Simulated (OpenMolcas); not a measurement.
**Cu2+: moving or changing the point charges**

Cu2+ among 6 point charges of -2 e arranged as a trigonal antiprism (D3d), 1.76 Å from the ion, with a polar angle of 64.6° against the regular 54.74°. The active orbitals were held to one l.
```
   0.0000    1.5897    0.7553  -2.00
  -1.3767   -0.7949    0.7553  -2.00
   1.3767   -0.7949    0.7553  -2.00
   0.0000   -1.5897   -0.7553  -2.00
   1.3767    0.7949   -0.7553  -2.00
  -1.3767    0.7949   -0.7553  -2.00
```

```
Program             : OpenMolcas 26.06
Method              : CASSCF
Basis               : ANO-RCC-VDZP [5s4p2d1f]
Scalar Hamiltonian  : DKH2, point nucleus
Active space        : 9 electrons in 5 orbitals (3d)
State averaging     : 2S+1 = 2 even, 5 roots
Spin-orbit coupling : state interaction with AMFI integrals over the reference wave functions
```

Runs around this geometry, states (labels of D3, the rotations of D3d). Energies in cm-1 above the lowest state or level, χT in cm3 K/mol.

| R (Å) | Polar angle / regular | Ground state | First state of that spin | First gap with spin-orbit (degeneracies) | χT at 300 K |
| --- | --- | --- | --- | --- | --- |
| 1.63 | 1.18 | 2E | 2E 12176 | 1372 (2, 2) | 0.999 |
| 1.76 | 1.18 | 2E | 2E 9489 | 1389 (2, 2) | 1.043 |
| 1.85 | 1.18 | 2E | 2E 8073 | 1395 (2, 2) | 1.071 |
| 1.76 | 1.27 | 2E | 2E 12844 | 1589 (2, 2) | 1.125 |

Taking the first state of the same spin as R^-n, n = -ln(8073 / 12176) / ln(1.85 / 1.63) = 3.2 between the shortest and longest distance.

An orbital doublet at a regular site is open to a Jahn-Teller distortion, which this geometry leaves out. Point charges carry no covalency, so the field is a model and not that of real ligands. No measured value stands beside these numbers.
